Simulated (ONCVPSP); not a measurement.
## O (Z = 8) ONCV: all-electron and pseudo phase curves

oxygen (O), optimised norm-conserving Vanderbilt (ONCV), made with ONCVPSP 4.0.1 (LDA (Perdew-Wang 92), non-relativistic). Core [He], reference 2s2 2p4. Waves: 2s: rc 0.95 bohr, ncon 3, nbas 6, qcut 8.4 1/bohr, 1 projector; 2p: rc 2.10 bohr, ncon 4, nbas 8, qcut 7.1 1/bohr, 2 projectors, debl 2.9 Ha; d scattering state at 0.28 Ha: rc 1.55 bohr, ncon 4, nbas 7, qcut 5.5 1/bohr, 3 projectors, debl 2.1 Ha. Local part: polynomial inside 0.90 bohr (lpopt 1, dvloc0 6 Ha). Core correction: Teter function, fcfact 5.75, rcfact 1.8.

The phase is arctan(r·R′/R) of the radial function R(r), unwrapped; energies in Ha, scanned from -2 to 5 Ha. A pole is an energy at which the radial function vanishes at the test radius. The pseudo phase is shifted by a multiple of π to meet the all-electron one at the reference energy, and phase errors are pseudo minus all-electron; the curves can meet again beyond the range given. Levels narrower than the energy grid can be missing from the lists of poles.

```json
{"channel": "s", "radius (bohr)": "0.96", "reference energy (Ha)": "-0.87", "poles, all-electron": "4.32", "poles, pseudo": "4.21", "unbroken range about the reference energy with phases within 0.05 rad": "the whole range", "phase error 1 Ha above the reference energy (rad)": "-0.000"}
{"channel": "p", "radius (bohr)": "2.13", "reference energy (Ha)": "-0.34", "poles, all-electron": "-0.13, 3.22", "poles, pseudo": "-0.13, 3.22", "unbroken range about the reference energy with phases within 0.05 rad": "below 4.8", "phase error 1 Ha above the reference energy (rad)": "+0.010"}
{"channel": "d", "radius (bohr)": "1.57", "reference energy (Ha)": "0.28", "poles, all-electron": "4.39", "poles, pseudo": "4.39", "unbroken range about the reference energy with phases within 0.05 rad": "the whole range", "phase error 1 Ha above the reference energy (rad)": "+0.000"}
```

Note: ghosts flagged at negative energy: d at -917.3 eV; no localised positive-energy state flagged. A true bound ghost makes a file unfit for plane-wave use.

Phases in the p channel:

```tsv
E (Ha)	all-electron	pseudo
-1.98	1.248	1.249
-1.80	1.224	1.225
-1.62	1.194	1.195
-1.44	1.155	1.155
-1.26	1.100	1.101
-1.08	1.018	1.019
-0.90	0.876	0.877
-0.72	0.568	0.570
-0.54	-0.230	-0.228
-0.36	-1.131	-1.131
-0.18	-1.507	-1.507
0.00	-1.698	-1.697
0.18	-1.840	-1.838
0.36	-1.983	-1.979
0.54	-2.166	-2.159
0.72	-2.444	-2.432
0.90	-2.888	-2.870
1.08	-3.443	-3.426
1.26	-3.878	-3.867
1.44	-4.140	-4.135
1.62	-4.299	-4.296
1.80	-4.403	-4.402
1.98	-4.476	-4.476
2.16	-4.531	-4.531
2.34	-4.574	-4.574
2.52	-4.610	-4.610
2.70	-4.641	-4.641
2.88	-4.668	-4.667
3.06	-4.692	-4.692
3.24	-4.715	-4.715
3.42	-4.738	-4.737
3.60	-4.761	-4.758
3.78	-4.784	-4.781
3.96	-4.810	-4.805
4.14	-4.839	-4.831
4.32	-4.873	-4.861
4.50	-4.915	-4.896
4.68	-4.971	-4.940
4.86	-5.051	-4.997
```
